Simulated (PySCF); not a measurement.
Dipole response of Sb (antimony, neutral)

[Kr] 4d10 5s1 5p3 6s1, high-spin 6S determinant (an excited configuration). All numbers are calculated (PySCF 2.14, the non-relativistic Hamiltonian (point nucleus), in dyall-av2z). Coupled (time-dependent) response in atomic units; α is the mean over directions. A double-zeta set is small for polarisabilities.

```tsv
method	mean α (bohr³)	C₆ (like pair)	S(−4)
UHF	735.6	13010	789700
PBE	539.6	8978	365700
```

S(−4) is the Cauchy moment in α(ω) = α(0) + S(−4) ω² + …

α(iu) at PBE:

```
u (hartree)  α(iu) (bohr³)
          0          539.6
     0.0500          210.3
      0.100          87.39
      0.200          37.62
      0.300          23.90
      0.500          12.71
      0.750          7.068
       1.00          4.475
       1.50          2.261
       2.00          1.371
       3.00         0.6717
       5.00         0.2733
```

A single London oscillator, α(iu) = α/(1 + u²/ω²), gives C₆ = (3/4) ω α². Matching the computed C₆ needs ω = 4 × 8978 / (3 × 539.6²) = 0.0411 hartree.

A non-relativistic calculation at this Z misses sizeable relativistic shifts. The outer electron is Rydberg-like, and this basis confines it to a smaller radius and binds it less than a complete one would.
